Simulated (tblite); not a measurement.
C6H17BGe.
Bonds: B1–C2, C2–C3, C2–C4, C2–Ge5, Ge5–C6, Ge5–C7, Ge5–C8. Hydrogens: H9, H10 on B1; H11, H12, H13 on C3; H14, H15, H16 on C4; H17, H18, H19 on C6; H20, H21, H22 on C7; H23, H24, H25 on C8.

Computed with GFN2-xTB (tblite), gas phase: L-BFGS steps from a force-field or distance-geometry start until the largest atomic force falls under 0.01 eV/Å.

Step 7: E = -670.4315 eV
```
atom  x, y, z in Å  |  force x, y, z in eV/Å
B1     -1.4375    0.3202    1.7261    0.051   0.053   0.043
C2     -1.1971    0.0698    0.2142   -0.139   0.005  -0.026
C3     -1.7561   -1.2771   -0.2443   -0.008  -0.063  -0.031
C4     -1.7134    1.1881   -0.6842   -0.038   0.066  -0.060
Ge5     0.8229   -0.0231   -0.0330    0.246  -0.018  -0.097
C6      1.6741    1.6765    0.5374    0.066   0.141   0.053
C7      1.2788   -0.3208   -1.9540    0.050  -0.022  -0.196
C8      1.6105   -1.5146    1.0132    0.045  -0.116   0.116
H9     -1.0792   -0.4686    2.5115   -0.098  -0.067   0.026
H10    -1.9561    1.3051    2.0842    0.079   0.054   0.088
H11    -1.5161   -1.4686   -1.2902   -0.018   0.021  -0.038
H12    -2.8404   -1.2865   -0.1350   -0.003  -0.025  -0.030
H13    -1.3453   -2.0854    0.3550   -0.027  -0.053   0.041
H14    -1.2543    2.1308   -0.3960   -0.019   0.070  -0.018
H15    -1.4801    1.0024   -1.7330   -0.012  -0.047  -0.023
H16    -2.7922    1.2985   -0.5899   -0.037  -0.036  -0.017
H17     1.4320    1.8866    1.5751    0.010   0.012   0.010
H18     2.7558    1.6253    0.4443   -0.014  -0.044   0.003
H19     1.3334    2.5144   -0.0637   -0.020  -0.006  -0.007
H20     2.3580   -0.3731   -2.0743    0.008   0.006   0.115
H21     0.9292    0.4880   -2.5882   -0.063   0.029   0.039
H22     0.8694   -1.2509   -2.3372   -0.050  -0.004   0.053
H23     1.3919   -1.3912    2.0684    0.004   0.019   0.048
H24     2.6911   -1.5461    0.8984   -0.032   0.021  -0.046
H25     1.2096   -2.4755    0.7046    0.020   0.004  -0.046
```

Step 8: E = -670.4381 eV
```
atom  x, y, z in Å  |  force x, y, z in eV/Å
B1     -1.4386    0.3216    1.7279    0.062   0.040   0.038
C2     -1.2011    0.0705    0.2131   -0.167  -0.002   0.020
C3     -1.7598   -1.2804   -0.2453    0.048   0.027  -0.003
C4     -1.7188    1.1908   -0.6867    0.016  -0.013  -0.015
Ge5     0.8274   -0.0233   -0.0343    0.180  -0.005  -0.056
C6      1.6777    1.6837    0.5402    0.020   0.039   0.007
C7      1.2790   -0.3218   -1.9616    0.030  -0.004  -0.075
C8      1.6130   -1.5209    1.0182    0.027  -0.024   0.033
H9     -1.0834   -0.4752    2.5116   -0.125  -0.002  -0.022
H10    -1.9504    1.3125    2.0900    0.116  -0.019   0.060
H11    -1.5152   -1.4648   -1.2921   -0.038  -0.013  -0.003
H12    -2.8452   -1.2898   -0.1375    0.042  -0.031  -0.033
H13    -1.3455   -2.0864    0.3576   -0.059  -0.017  -0.013
H14    -1.2558    2.1320   -0.3954   -0.055   0.037  -0.053
H15    -1.4806    0.9965   -1.7335   -0.032   0.000  -0.008
H16    -2.7993    1.3005   -0.5946    0.022  -0.036  -0.018
H17     1.4351    1.8924    1.5772    0.003   0.010   0.025
H18     2.7582    1.6296    0.4461    0.015  -0.035   0.004
H19     1.3361    2.5197   -0.0621   -0.023  -0.001  -0.013
H20     2.3578   -0.3733   -2.0740    0.040   0.002   0.078
H21     0.9288    0.4877   -2.5933   -0.061   0.039   0.027
H22     0.8693   -1.2519   -2.3420   -0.052  -0.020   0.043
H23     1.3948   -1.3959    2.0725   -0.003   0.022   0.061
H24     2.6927   -1.5492    0.8998   -0.014   0.013  -0.035
H25     1.2129   -2.4806    0.7073    0.007  -0.009  -0.047
```

Task: Estimate the geometry and energy of step 9. (The exact step hangs on the optimiser's Hessian estimate; all steps are aligned on step 8, rigid shifts and turns removed.)

Result: E = -670.4415 eV, largest force 0.143 eV/Å
```
atom  x, y, z in Å  |  force x, y, z in eV/Å
B1     -1.4378    0.3231    1.7292    0.055   0.025   0.018
C2     -1.2054    0.0709    0.2130   -0.093   0.001   0.037
C3     -1.7610   -1.2818   -0.2460    0.051   0.059   0.009
C4     -1.7213    1.1921   -0.6882    0.028  -0.049   0.011
Ge5     0.8329   -0.0236   -0.0361    0.065   0.006  -0.006
C6      1.6799    1.6880    0.5418   -0.003  -0.022  -0.015
C7      1.2797   -0.3224   -1.9668    0.011   0.006   0.008
C8      1.6146   -1.5245    1.0214    0.008   0.028  -0.013
H9     -1.0878   -0.4787    2.5116   -0.126   0.017  -0.035
H10    -1.9456    1.3160    2.0941    0.130  -0.034   0.050
H11    -1.5154   -1.4632   -1.2933   -0.037  -0.028   0.010
H12    -2.8467   -1.2920   -0.1394    0.049  -0.034  -0.034
H13    -1.3467   -2.0875    0.3588   -0.063   0.003  -0.037
H14    -1.2574    2.1335   -0.3961   -0.069   0.012  -0.067
H15    -1.4814    0.9937   -1.7340   -0.037   0.020  -0.004
H16    -2.8024    1.3006   -0.5970    0.038  -0.028  -0.022
H17     1.4365    1.8952    1.5787    0.002   0.009   0.024
H18     2.7597    1.6308    0.4470    0.032  -0.016   0.006
H19     1.3367    2.5222   -0.0617   -0.017   0.003  -0.012
H20     2.3587   -0.3733   -2.0721    0.050  -0.001   0.037
H21     0.9273    0.4885   -2.5950   -0.045   0.034   0.016
H22     0.8681   -1.2528   -2.3432   -0.041  -0.020   0.030
H23     1.3960   -1.3975    2.0755    0.000   0.015   0.047
H24     2.6934   -1.5503    0.8996    0.008   0.002  -0.020
H25     1.2146   -2.4831    0.7075    0.003  -0.009  -0.036
```

The energy changes by -0.0034 eV. The first-order estimate −F·Δx gives -0.0048 eV and the mean of the old and new forces, exact on a quadratic surface, -0.0034 eV. The step makes an angle of 51° with the force vector and moves no atom by more than 0.007 Å.

What follows is the cost of the whole relaxation. The run took 0.85 s of wall time on an Arm Neoverse N1 with one thread (shared host).
